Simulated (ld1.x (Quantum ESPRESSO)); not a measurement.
Building the PAW potential for molybdenum (PBE, scalar-relativistic).

molybdenum (Mo), PAW, made with ld1.x (Quantum ESPRESSO) 7.5 (PBE, scalar-relativistic). Core [Ar] 3d10, reference 4s2 4p6 4d5 5s1 5p0. Waves: 4s (bound): rcut 0.40, rcutus 0.50 bohr; 5s (bound): rcut 0.40, rcutus 0.50 bohr; 4p (bound): rcut 1.75, rcutus 2.05 bohr; 5p (bound, empty): rcut 1.75, rcutus 2.05 bohr; 4d (bound): rcut 2.40, rcutus 2.60 bohr; 4d channel at 5 Ry: rcut 2.40, rcutus 2.60 bohr. Local part: all-electron potential smoothed inside 2.20 bohr (lloc = -1). Core correction: Bessel-smoothed model core, default radius (core density twice the valence density). Augmentation charge: BESSEL, radius 0.45 bohr.

All-electron outer shells of the reference configuration (PBE, scalar-relativistic, ld1.x):

```json
{"shell": "3p", "level (eV)": "-379.25", "outermost node (bohr)": "0.17", "outermost maximum (bohr)": "0.38"}
{"shell": "3d", "level (eV)": "-220.98", "outermost node (bohr)": "–", "outermost maximum (bohr)": "0.32"}
{"shell": "4s", "level (eV)": "-64.35", "outermost node (bohr)": "0.51", "outermost maximum (bohr)": "0.99"}
{"shell": "4p", "level (eV)": "-38.49", "outermost node (bohr)": "0.52", "outermost maximum (bohr)": "1.08"}
{"shell": "5s", "level (eV)": "-4.09", "outermost node (bohr)": "1.34", "outermost maximum (bohr)": "2.93"}
{"shell": "4d", "level (eV)": "-3.75", "outermost node (bohr)": "0.53", "outermost maximum (bohr)": "1.38"}
{"shell": "5p", "level (eV)": "-1.04", "outermost node (bohr)": "1.54", "outermost maximum (bohr)": "4.11"}
```

Task: Does this generation succeed?

Result: No. ld1.x (Quantum ESPRESSO) 7.5 stopped with "new_paw_hamiltonian: negative rho": the pseudo-density turned negative during the self-consistent test, most likely because a state had been found with a wrong node count and its wave set to zero before. The 4s radius of 0.50 bohr lies inside the outermost node of the all-electron wave at 0.51 bohr. Before that it printed "Warning: n=1, l=0 expected 0 nodes, found 1".
